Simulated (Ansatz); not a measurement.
A nudged elastic band was laid between two geometries of CH$_{5}$NSSi (9 atoms, charge 0, multiplicity 1).

Computed with Ansatz, RKS B3LYP/def2-SVP.

```
movable images  : 7
climbing image  : yes
spring          : 5.0 eV/Å²
optimiser       : quadratic models (default)
start path      : through a guess of the saddle point
force threshold : 0.03 eV/Å
iteration limit : 44
end points      : relaxed
```

Image 0:

```xyz
9
Properties=species:S:1:pos:R:3
N -0.116 0.860 -1.593
C -0.412 0.272 -0.504
Si 1.081 -0.315 0.540
S -2.107 0.005 0.051
H -0.934 1.171 -2.134
H 1.882 0.874 0.939
H 1.905 -1.242 -0.280
H 0.607 -1.024 1.766
H -1.817 -0.648 1.198
```

Image 8:

```xyz
9
Properties=species:S:1:pos:R:3
N -0.273 0.100 -1.789
C -0.435 0.165 -0.529
Si 1.060 -0.415 0.514
S -1.947 0.769 0.246
H -1.086 0.422 -2.332
H 0.738 -0.337 1.970
H 2.219 0.470 0.219
H 1.380 -1.822 0.152
H -1.568 0.601 1.532
```

Which bonds break or form, and what moves?

No bond is made or broken. The dihedral S4–C2–Si3–H7 goes from 122 to -117°. The two ends are copies of one structure, up to a mirror image or an exchange of like atoms.

What energy profile does the band end with?

It converged. The highest image is number 4 of 0 to 8, 0.002 eV above the ends, which have the same energy within 2 meV. The top lies less than 8 meV above the higher end, about what the thresholds resolve: that end is a shoulder or a very shallow well. A vibrational analysis at the climbing image gives one clearly imaginary mode, 71i cm⁻¹: a first-order saddle point.

| image | path coordinate (Å) | energy (eV) | dihedral S4–C2–Si3–H7 (°) |
| --- | --- | --- | --- |
| 0 | 0.00 | 0.000 | 122 |
| 1 | 0.51 | -0.002 | 140 |
| 2 | 1.02 | -0.002 | 156 |
| 3 | 1.53 | 0.000 | 170 |
| 4 | 2.05 | 0.002 | -179 |
| 5 | 2.56 | 0.000 | -167 |
| 6 | 3.08 | -0.002 | -153 |
| 7 | 3.60 | -0.001 | -136 |
| 8 | 4.11 | 0.000 | -117 |

What is the geometry of the highest image?


```xyz
9
Properties=species:S:1:pos:R:3
N -0.195 0.422 -1.796
C -0.396 0.216 -0.557
Si 1.071 -0.386 0.510
S -2.005 0.458 0.233
H -1.037 0.741 -2.296
H 1.281 0.579 1.629
H 2.287 -0.487 -0.335
H 0.725 -1.711 1.102
H -1.644 0.121 1.493
```

The run took 3 min on 1 thread of Arm Neoverse V2, with other jobs on the host, peak memory 0.18 GiB.
